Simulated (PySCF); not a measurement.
C4H7BF2, SMILES FB1CCC[C@H]1F. Geometry optimised at PBE-D3(BJ)/def2-SVP. The structure was generated by enumeration; whether it is a known compound was not checked. Other conformers were not sampled.

Computed equilibrium geometry at PBE-D3(BJ)/def2-SVP (PySCF confirms it by a frequency run) as Cartesian coordinates in Å (one conformer of several):
```xyz
14

F      1.7281     1.3354     0.5552
B      0.8211     0.4865     0.0712
C      1.1012    -0.9331    -0.5471
C     -0.3136    -1.5426    -0.6981
C     -1.2663    -0.3390    -0.8845
C     -0.7624     0.7431     0.0652
F     -1.1022     0.3790     1.4050
H      1.5506    -0.7394    -1.5523
H      1.8358    -1.5663    -0.0101
H     -0.5865    -2.0724     0.2378
H     -0.3973    -2.2794    -1.5223
H     -1.1835     0.0564    -1.9224
H     -2.3351    -0.5864    -0.7151
H     -1.1764     1.7548    -0.1261
```
